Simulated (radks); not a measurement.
Q: The mean radii <r> (bohr) of the occupied orbitals of an atom or ion are listed with their occupations. All-electron calculation, non-relativistic Kohn-Sham, LDA (Slater exchange, Perdew-Wang correlation), spin-polarised, spherical densities, point nucleus. Program: a radial shooting solver on a logarithmic mesh with Libxc functionals.

orbital  occ.      <r>
1s up       1  0.03388
1s down     1  0.03388
2s up       1   0.1474
2s down     1   0.1474
2p up       3   0.1260
2p down     3   0.1260
3s up       1   0.4038
3s down     1   0.4036
3p up       3   0.3964
3p down     3   0.3962
3d up       5   0.3701
3d down     5   0.3698
4s up       1   0.9937
4s down     1   0.9917
4p up       3    1.062
4p down     3    1.062
4d up       5    1.292

Name the element and its charge. Open shells, if any, are filled with parallel spins first.

A: Z = 45, rhodium, charge +4: Rh4+ in [Kr] 4d5. The 1s radius gives Z: for a bare nucleus <r> = 1.5/Z, 0.03333 bohr for Z = 45, and screening makes it slightly larger (0.03388 here). The occupations add up to 41, and the charge is Z minus that.
